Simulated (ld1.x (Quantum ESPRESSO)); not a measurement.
**Si (Z = 14) TM: all-electron and pseudo phase curves**

Si (Z = 14), norm-conserving Troullier–Martins (Kleinman–Bylander form), made with ld1.x (Quantum ESPRESSO) 7.5 (LDA (PZ), non-relativistic). Core [Ne], reference 3s2 3p0.5 (charge +1.5). Waves: 3s (bound): rc 1.35 bohr; 3p (bound): rc 2.10 bohr; 3d channel at -0.05 Ry: rc 1.90 bohr. Local part: the d channel. Core correction: none.

The phase is arctan(r·u′/u) with u = r·R(r), unwrapped; energies in Ry, scanned from -4 to 5 Ry. A pole is an energy at which the radial function vanishes at the test radius. The pseudo phase is shifted by a multiple of π to meet the all-electron one at the reference energy, and phase errors are pseudo minus all-electron; the curves can meet again beyond the range given. Levels narrower than the energy grid can be missing from the lists of poles.

**Question.** For each channel, where are the poles, and over which energies does the pseudopotential scatter like the atom?

**Answer.**

| channel | radius (bohr) | reference energy (Ry) | poles, all-electron | poles, pseudo | unbroken range about the reference energy with phases within 0.05 rad | phase error 1 Ry above the reference energy (rad) |
| --- | --- | --- | --- | --- | --- | --- |
| s | 2.29 | -1.74 | -0.22 | -0.34, 1.69 | below 0.2 | -0.009 |
| p | 2.29 | -1.18 | 0.68 | 0.61 | below 2.1 | -0.005 |
| d | 2.29 | -0.05 | 1.57 | 1.60 | below 3.6 | +0.002 |

Phases in the d channel:

| E (Ry) | all-electron | pseudo |
| --- | --- | --- |
| -4.00 | 1.326 | 1.326 |
| -3.52 | 1.306 | 1.306 |
| -3.04 | 1.279 | 1.279 |
| -2.56 | 1.243 | 1.243 |
| -2.08 | 1.190 | 1.191 |
| -1.60 | 1.106 | 1.107 |
| -1.12 | 0.947 | 0.948 |
| -0.64 | 0.561 | 0.562 |
| -0.16 | -0.389 | -0.389 |
| 0.32 | -1.113 | -1.112 |
| 0.80 | -1.383 | -1.382 |
| 1.28 | -1.515 | -1.512 |
| 1.76 | -1.601 | -1.596 |
| 2.24 | -1.671 | -1.663 |
| 2.72 | -1.742 | -1.728 |
| 3.20 | -1.830 | -1.804 |
| 3.68 | -1.971 | -1.913 |
| 4.16 | -2.272 | -2.110 |
| 4.64 | -3.077 | -2.574 |
